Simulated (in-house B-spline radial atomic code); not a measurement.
A run on In- that did not converge. Method: scalar-relativistic (X2C) r2SCAN0, spin-polarised, spherical fractional occupations, exact exchange averaged over the configuration, Fermi nucleus of rms radius 4.6156 fm; computed with an all-electron radial atomic-structure program (B-spline basis).

Command:
```bash
python run_scf.py task.json out
```
Settings (nuclear radius in fm, mass in u):
```
Z                49
configuration    [Kr] 4d10 5s2 5p2
hamiltonian      x2c
method           r2scan0
spin_polarised   True
nucleus          fermi
rms_radius       4.6156
atomic_mass      114.90388
speed_of_light   137.035999084
exact_exchange   averaged over the configuration
```

First and last ten iterations of the last attempt (damped for 15 steps, keeping 80 % of the old Fock matrix, then DIIS):
```
 iter        energy (Eh)    residual
    1       -5880.972641    1.10e-01
    2       -5880.759551    2.79e-02
    3       -5881.002536    3.06e-03
    4       -5880.779721    2.16e-02
    5       -5879.708656    2.24e-02
    6       -5880.978592    1.52e-02
    7       -5880.989627    1.02e-02
    8       -5880.995927    7.00e-03
    9       -5880.999724    4.99e-03
   10       -5881.002073    3.46e-03
  111       -5880.780654    2.13e-02
  112       -5880.781019    2.13e-02
  113       -5880.780993    2.16e-02
  114       -5880.781342    2.16e-02
  115       -5880.361314    5.26e-02
  116       -5881.002862    4.05e-03
  117       -5881.001762    4.47e-03
  118       -5881.001818    4.47e-03
  119       -5881.001972    4.44e-03
  120       -5881.001957    4.41e-03
 not converged after 120 iterations
```

The smallest residual met was 1.6e-03; the threshold is about 5e-07. No energy from this run should be used. Run time, properties included: 14 s on 1 thread of Arm Neoverse N1, with other jobs on the host.
